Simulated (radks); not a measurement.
Q: Successive ionisation energies (eV) of one element, from differences of total energies of ions in their ground configurations, starting at charge 0: 6.891, 15.461, 26.741, 39.499, 53.463, 68.463. All-electron calculation, Dirac Kohn-Sham, PBE, spin-unpolarised, spherical densities, finite nucleus; open shells are shared between the two j in proportion to 2j + 1; Fermi nuclear charge, rms radius 4.4091 fm. Program: a radial shooting solver on a logarithmic mesh with Libxc functionals. Which element is it?

A: Molybdenum (Z = 42). The first species listed is Mo in [Kr] 4d5 5s1, the last Mo5+ in [Kr] 4d1.
